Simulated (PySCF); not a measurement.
A geometry optimisation, step by step.

Species: C2H9BGeS.
Bonds: C1–S2, S2–B3, B3–Ge4, Ge4–C5. Hydrogens: H6, H7, H8 on C1; H9 on B3; H10, H11 on Ge4; H12, H13, H14 on C5.

Method: PySCF, PBE0-D3(BJ)/def2-SVP geometry optimisation, gas phase; density fitting, grid level 1; the optimiser is geomeTRIC in internal coordinates, started from a GFN2-xTB structure with every atom displaced at random (about 0.01 Å). The frame can shift and turn from step to step; on so coarse a grid that alone can change the energy by a few meV, and forces under 0.02 eV/Å are noise.

Step 0: E = -70224.1791 eV, largest atomic force 2.054 eV/Å
```
atom  x, y, z in Å  |  force x, y, z in eV/Å
C1      2.010    0.776   -0.863   -0.213   0.985   0.615
S2      2.273   -0.142    0.675    0.143  -0.042   0.004
B3      0.796   -1.049    0.932    1.015   0.208   0.462
Ge4    -0.793   -0.970   -0.232   -2.041   0.211  -0.094
C5     -1.997    0.574    0.140   -0.043  -0.225   0.218
H6      1.843    0.112   -1.692   -0.016  -0.518  -0.633
H7      1.127    1.434   -0.747    0.239  -0.140  -0.078
H8      2.886    1.416   -1.048    0.001  -0.138  -0.003
H9      0.840   -1.699    1.926   -0.029  -0.258   0.359
H10    -0.571   -0.935   -1.709    0.458   0.108  -0.967
H11    -1.711   -2.193   -0.087   -0.025  -0.247   0.197
H12    -2.357    0.532    1.179   -0.037  -0.106   0.006
H13    -2.878    0.606   -0.528    0.246  -0.224   0.045
H14    -1.475    1.523    0.042    0.300   0.385  -0.130
```

Step 1: E = -70224.3373 eV, largest atomic force 0.508 eV/Å
```
atom  x, y, z in Å  |  force x, y, z in eV/Å
C1      2.021    0.743   -0.904   -0.118  -0.233  -0.120
S2      2.227   -0.225    0.621    0.119   0.101   0.011
B3      0.740   -1.112    0.890   -0.377  -0.113  -0.320
Ge4    -0.979   -0.991   -0.291    0.282   0.081  -0.035
C5     -1.896    0.665    0.247   -0.229   0.028  -0.064
H6      1.803    0.080   -1.758    0.032   0.106   0.125
H7      1.215    1.478   -0.795   -0.030   0.024   0.020
H8      2.964    1.269   -1.087    0.097   0.047  -0.009
H9      0.766   -1.777    1.894    0.035  -0.031   0.060
H10    -0.684   -0.909   -1.827   -0.012  -0.019   0.304
H11    -1.945   -2.186   -0.086    0.084   0.074   0.015
H12    -2.195    0.598    1.303   -0.013  -0.013  -0.012
H13    -2.799    0.825   -0.364    0.051  -0.018   0.063
H14    -1.249    1.547    0.137    0.078  -0.034  -0.038
```

Step 2: E = -70224.3520 eV, largest atomic force 0.155 eV/Å
```
atom  x, y, z in Å  |  force x, y, z in eV/Å
C1      2.019    0.730   -0.909   -0.006  -0.004  -0.004
S2      2.229   -0.228    0.621    0.053  -0.002   0.005
B3      0.738   -1.116    0.882   -0.120  -0.058  -0.080
Ge4    -0.965   -0.971   -0.282    0.065   0.074   0.062
C5     -1.912    0.672    0.248   -0.067   0.012  -0.017
H6      1.802    0.067   -1.756    0.006   0.008   0.011
H7      1.209    1.464   -0.798    0.009   0.008  -0.003
H8      2.963    1.260   -1.094   -0.008   0.004  -0.003
H9      0.769   -1.794    1.882    0.025   0.006   0.009
H10    -0.657   -0.886   -1.797    0.018   0.004   0.017
H11    -1.914   -2.170   -0.087   -0.005  -0.024   0.018
H12    -2.220    0.601    1.301    0.006   0.002  -0.006
H13    -2.810    0.822   -0.369    0.006  -0.015  -0.001
H14    -1.263    1.553    0.138    0.019  -0.016  -0.009
```

Step 3: E = -70224.3546 eV, largest atomic force 0.069 eV/Å
```
atom  x, y, z in Å  |  force x, y, z in eV/Å
C1      2.036    0.738   -0.902    0.015   0.023   0.017
S2      2.246   -0.257    0.604   -0.034  -0.005  -0.004
B3      0.738   -1.123    0.866    0.035  -0.014   0.051
Ge4    -0.974   -0.969   -0.268   -0.032   0.050   0.036
C5     -1.930    0.674    0.239    0.000  -0.003  -0.004
H6      1.795    0.099   -1.760   -0.007  -0.019  -0.025
H7      1.245    1.487   -0.766    0.006  -0.003   0.003
H8      2.988    1.253   -1.089   -0.013  -0.006  -0.002
H9      0.778   -1.803    1.865    0.015  -0.015  -0.012
H10    -0.674   -0.902   -1.782    0.019   0.008  -0.053
H11    -1.916   -2.172   -0.051    0.000  -0.015   0.007
H12    -2.231    0.621    1.295    0.005   0.007   0.001
H13    -2.831    0.807   -0.376   -0.003  -0.008  -0.012
H14    -1.281    1.553    0.108   -0.007  -0.001  -0.002
```

Step 4: E = -70224.3555 eV, largest atomic force 0.076 eV/Å
```
atom  x, y, z in Å  |  force x, y, z in eV/Å
C1      2.020    0.734   -0.899    0.013   0.014   0.014
S2      2.248   -0.267    0.600   -0.008  -0.005   0.004
B3      0.744   -1.134    0.876    0.052   0.019   0.040
Ge4    -0.963   -0.961   -0.261   -0.072  -0.013   0.017
C5     -1.927    0.682    0.232    0.023  -0.009  -0.004
H6      1.765    0.099   -1.757   -0.005  -0.009  -0.012
H7      1.233    1.485   -0.748    0.000  -0.003   0.000
H8      2.970    1.248   -1.098   -0.001  -0.005   0.003
H9      0.791   -1.824    1.868    0.008  -0.005  -0.022
H10    -0.649   -0.893   -1.774    0.007   0.000  -0.026
H11    -1.905   -2.166   -0.050   -0.003   0.004  -0.007
H12    -2.238    0.634    1.285    0.002   0.006   0.002
H13    -2.822    0.807   -0.394   -0.002  -0.003  -0.008
H14    -1.279    1.560    0.101   -0.015   0.009  -0.001
```

Step 5: E = -70224.3561 eV, largest atomic force 0.029 eV/Å
```
atom  x, y, z in Å  |  force x, y, z in eV/Å
C1      2.028    0.734   -0.897    0.001   0.007   0.003
S2      2.254   -0.272    0.599   -0.007  -0.004  -0.004
B3      0.747   -1.134    0.876    0.025   0.009   0.012
Ge4    -0.967   -0.958   -0.256   -0.020  -0.009  -0.001
C5     -1.936    0.683    0.229    0.018  -0.007  -0.002
H6      1.766    0.103   -1.756   -0.001   0.000   0.004
H7      1.246    1.490   -0.742   -0.002   0.000  -0.002
H8      2.980    1.243   -1.097    0.002  -0.002   0.000
H9      0.801   -1.832    1.861   -0.004  -0.004  -0.005
H10    -0.653   -0.892   -1.771    0.001  -0.004   0.003
H11    -1.906   -2.166   -0.043   -0.003   0.006  -0.005
H12    -2.246    0.642    1.283   -0.001   0.004   0.001
H13    -2.831    0.800   -0.398   -0.002  -0.002  -0.001
H14    -1.292    1.564    0.093   -0.007   0.006  -0.003
```

Step 6: E = -70224.3565 eV, largest atomic force under 0.02 eV/Å
```
atom  x, y, z in Å  |  force x, y, z in eV/Å
C1      2.024    0.740   -0.890   -0.001  -0.005  -0.006
S2      2.258   -0.282    0.594   -0.002   0.010   0.007
B3      0.751   -1.140    0.877   -0.007   0.004  -0.009
Ge4    -0.969   -0.962   -0.251    0.016  -0.004   0.000
C5     -1.933    0.686    0.220    0.006  -0.001  -0.001
H6      1.749    0.117   -1.751    0.000   0.004   0.004
H7      1.249    1.499   -0.721    0.001   0.000   0.001
H8      2.978    1.242   -1.095    0.001  -0.001  -0.001
H9      0.808   -1.843    1.858   -0.002  -0.009  -0.003
H10    -0.655   -0.906   -1.767    0.001  -0.005   0.011
H11    -1.912   -2.165   -0.032   -0.005   0.004  -0.001
H12    -2.242    0.656    1.275   -0.001   0.001  -0.001
H13    -2.828    0.796   -0.407   -0.003   0.001   0.003
H14    -1.290    1.566    0.074   -0.002   0.001  -0.005
```

Q: Summarise the path.

A: The energy falls by 17.11 kJ/mol from step 0 to step 6; nine tenths of that is first reached at step 2. It falls at every step. The largest force goes from 2.054 to under 0.02 eV/Å. Among the bonds B3–Ge4 changes most, from 1.971 to 2.064 Å; the atoms move by 0.078 Å rms after alignment.

Q: Follow the three bonds and two angles with the largest change from start to end.

A: 
```tsv
step	E above end (kJ/mol)	largest force (eV/Å)	B3–Ge4 (Å)	Ge4–H10 (Å)	Ge4–C5 (Å)	B3–Ge4–H10 (°)	H10–Ge4–H11 (°)
0	17.11	2.054	1.971	1.494	1.994	117.7	101.6
1	1.85	0.508	2.089	1.566	1.968	113.7	106.7
2	0.43	0.155	2.068	1.548	1.968	113.0	106.8
3	0.18	0.069	2.060	1.545	1.968	112.4	106.9
4	0.09	0.076	2.058	1.546	1.967	112.0	107.0
5	0.03	0.029	2.062	1.548	1.967	111.8	107.0
6	0.00	under 0.02	2.064	1.549	1.966	111.7	106.9
```

What follows is the cost of the whole optimisation. Hardware: Arm Neoverse V1, one thread, on a shared host. Cost: 66 s of wall time, 0.57 GiB resident at most.
